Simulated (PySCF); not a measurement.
Spectra and structures to be paired. Method: TDDFT PBE0/def2-SVPD, vertical, gas phase, core orbitals frozen in the response in PySCF 2.14.0, density-fitted response routines. Geometries: GFN2-xTB; one conformer of each isolated species. Triplets are in the Tamm–Dancoff approximation. Ions are computed without counter-ions or solvent.

A. `FC(F)=C(F)C1(Cl)CC1`
B. `C#Cc1cnnnc1`
C. `C1=NN=CS1`
D. `CC[NH3+]`
E. `C[P@@H](=O)CCCO`

Lowest singlet levels (six at most, fewer where fewer were computed) with oscillator strengths:

1. 181 nm (f 0.005); 176 nm (f 0.005); 173 nm (f 0.008); 169 nm (f 0.006); 166 nm (f 0.003); 165 nm (f 0.037); T1 6.61 eV
2. 269 nm (f 0.000); 205 nm (f 0.002); 204 nm (f 0.000); 197 nm (f 0.004); 193 nm (f 0.066); 182 nm (f 0.087); T1 4.13 eV
3. 398 nm (f 0.003); 341 nm (f 0.000); 332 nm (f 0.000); 290 nm (f 0.005); 239 nm (f 0.000); 238 nm (f 0.281); T1 2.29 eV
4. 137 nm (f 0.001); 128 nm (f 0.046); 125 nm (f 0.019); 116 nm (f 0.032); 115 nm (f 0.053); 115 nm (f 0.018); T1 8.89 eV
5. 214 nm (f 0.002); 188 nm (f 0.020); 178 nm (f 0.029); 175 nm (f 0.355); 174 nm (f 0.022); 172 nm (f 0.004); T1 4.36 eV

Task: Match each spectrum to its molecule.

Result: 1 = E, 2 = C, 3 = B, 4 = D, 5 = A.
- A: S1 at 5.79 eV, HOMO→LUMO (92%); Löwdin shares by element: HOMO carbon 55% or more, fluorine 9% or more (atoms not listed hold the other 36%); LUMO chlorine 44%, carbon 27% or more, fluorine 6% or more (atoms not listed hold the other 24%); HOMO -7.27 and LUMO -0.04 eV.
- B: S1 at 3.12 eV, HOMO→LUMO (99%); Löwdin shares by element: HOMO nitrogen 88%, carbon 5% or more; LUMO nitrogen 31% or more, carbon 31% or more (atoms not listed hold the other 39%); HOMO -7.28 and LUMO -2.60 eV; point group C2v, 3 of its 6 listed states under f = 0.0005.
- C: S1 at 4.62 eV, HOMO→LUMO (100%); Löwdin shares by element: HOMO nitrogen 76%, carbon 16%; LUMO carbon 43%, sulfur 26%, nitrogen 12% or more (atoms not listed hold the other 18%); HOMO -7.72 and LUMO -1.40 eV; point group C2v, 2 of its 6 listed states under f = 0.0005.
- D: S1 at 9.04 eV, HOMO→LUMO (99%); Löwdin shares by element: HOMO carbon 53%, hydrogen 27% or more (atoms not listed hold the other 19%); LUMO hydrogen 49% or more, nitrogen 22% (atoms not listed hold the other 29%); HOMO -15.32 and LUMO -5.02 eV; point group Cs.
- E: S1 at 6.85 eV, HOMO→LUMO (56%), HOMO-2→LUMO (28%), HOMO-1→LUMO (10%); Löwdin shares by element: HOMO oxygen 55% or more, phosphorus 14%, carbon 12% or more (atoms not listed hold the other 19%); LUMO oxygen 23% or more, carbon 17% or more, hydrogen 16% or more (atoms not listed hold the other 44%); HOMO -7.63 and LUMO 0.27 eV.
